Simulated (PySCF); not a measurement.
Molecule: ethynylsilane, C2H4Si (charge 0, singlet). 
Coordinates optimised at B3LYP-D3(BJ)/def2-TZVP (Ansatz):
```xyz
7

C      1.2099     1.5570    -0.0201
C      0.4703     0.6052    -0.0078
Si    -0.6496    -0.8359     0.0108
H      1.8627     2.3970    -0.0310
H     -0.0274    -1.9295     0.7873
H     -0.8900    -1.2872    -1.3765
H     -1.9327    -0.4509     0.6366
```
Charge 0, spin multiplicity 1.

Dispersion corrections to the total energy (kcal/mol) from the dftd3 and dftd4 libraries through PySCF: D3(BJ) without and D4 with the three-body term, each with the damping fitted for the functional named.

```tsv
functional	D3(BJ)	D4
B3LYP	-4.77	-4.04
PBE	-2.64	-2.49
r2SCAN	?	-0.59
PBE0	-2.31	?
B2PLYP	?	-1.72
revPBE	-6.64	-7.82
TPSS	-3.36	-3.36
```

Task: Fill in the missing entries.

Result: 
- r2SCAN, D3(BJ): -0.72
- PBE0, D4: -2.08
- B2PLYP, D3(BJ): -2.27
